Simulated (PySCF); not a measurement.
**Computed properties of Pb(OMe)(NH2) (CH₅NOPb), SMILES C[O][Pb][NH2]**

Pb(OMe)(NH2) (CH₅NOPb), SMILES C[O][Pb][NH2] (connectivity only; charge and spin as stated), neutral, multiplicity 1. Coordinates come from a r2SCAN-D4/def2-SVP optimisation. The structure was generated by enumeration; whether it is a known compound was not checked. The def2 effective core potentials stand for the cores of Pb; spin–orbit coupling is left out. The values are those of a single conformer. All values are computed for the isolated molecule unless a solvent is named; none is compared with measurement here.

**Structure.** The optimised structure has Cs symmetry. All 21 harmonic modes at r2SCAN-D4/def2-SVP (PySCF) are real, so it is a minimum. With heavy atoms numbered as in [Pb:1]([O:2][CH3:3])[NH2:7], the shortest bond between them is O2–C3 at 1.392 Å and the longest Pb1–N7 at 2.146 Å.

**Vibrations.** The strongest infrared lines (harmonic, unscaled, degenerate partners summed) lie at 1119 cm⁻¹ (202 km/mol, O 47 %, C 45 %), 270 cm⁻¹ (188 km/mol, H 83 %, N 17 %), 2914 cm⁻¹ (142 km/mol, H 97 %). The softest mode is at 96 cm⁻¹ and the zero-point energy is 40.5 kcal/mol.

**Electronic structure.** M06-2X/def2-TZVP (PySCF) places the frontier levels at -8.14 and -1.04 eV, a gap of 7.10 eV, and gives a dipole moment of 2.76 D and a mean polarisability of 64.4 bohr³. PBE/def2-TZVP (PySCF) at the same geometry gives -5.43 and -2.35 eV, so its gap is 4.02 eV narrower. An orbital gap is neither the optical nor the fundamental gap.

**Excitations.** TDDFT-M06-2X/def2-SVPD (PySCF) has S1 at 4.56 eV (272 nm, f = 0.025, weak); the most intense of the 10 singlets computed lies at 6.42 eV (f = 0.24). T1 (TDA) is at 3.74 eV. TDDFT-PBE/def2-SVPD (PySCF) puts S1 at 3.54 eV. No vertical singlet excitation falls in the visible range (under 3.1 eV).
